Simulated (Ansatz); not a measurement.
All numbers were calculated with Ansatz.

A structure relaxed at PBE0-D4/def2-TZVP, charge 0, multiplicity 1:

```json
{"atom": "C1", "x (Å)": "0.113", "y (Å)": "1.934", "z (Å)": "-0.086"}
{"atom": "N2", "x (Å)": "-0.387", "y (Å)": "0.913", "z (Å)": "0.813"}
{"atom": "Si3", "x (Å)": "-1.138", "y (Å)": "-0.513", "z (Å)": "0.332"}
{"atom": "F4", "x (Å)": "-2.552", "y (Å)": "-0.329", "z (Å)": "-0.354"}
{"atom": "F5", "x (Å)": "-1.392", "y (Å)": "-1.348", "z (Å)": "1.656"}
{"atom": "O6", "x (Å)": "-0.278", "y (Å)": "-1.327", "z (Å)": "-0.766"}
{"atom": "C7", "x (Å)": "1.073", "y (Å)": "-1.707", "z (Å)": "-0.608"}
{"atom": "H8", "x (Å)": "-0.581", "y (Å)": "2.773", "z (Å)": "-0.203"}
{"atom": "H9", "x (Å)": "1.074", "y (Å)": "2.327", "z (Å)": "0.258"}
{"atom": "H10", "x (Å)": "0.275", "y (Å)": "1.502", "z (Å)": "-1.077"}
{"atom": "H11", "x (Å)": "-0.502", "y (Å)": "1.215", "z (Å)": "1.766"}
{"atom": "H12", "x (Å)": "1.507", "y (Å)": "-1.842", "z (Å)": "-1.600"}
{"atom": "H13", "x (Å)": "1.143", "y (Å)": "-2.652", "z (Å)": "-0.062"}
{"atom": "H14", "x (Å)": "1.647", "y (Å)": "-0.946", "z (Å)": "-0.070"}
```

Problem. Give its formula and SMILES.

Solution. C2H7F2NOSi, `CN[Si](F)(F)OC`.

Problem. Point group (tolerance 0.08 Å, 0.16 Å for H)?

Solution. C1.

Problem. Summarise the bond lengths by kind.

Solution. 1 × C–N 1.449 Å; 6 × C–H 1.091 to 1.095 Å; 1 × N–Si 1.682 Å; 1 × H–N 1.007 Å; 2 × F–Si 1.582 to 1.586 Å; 1 × O–Si 1.614 Å; 1 × C–O 1.412 Å.
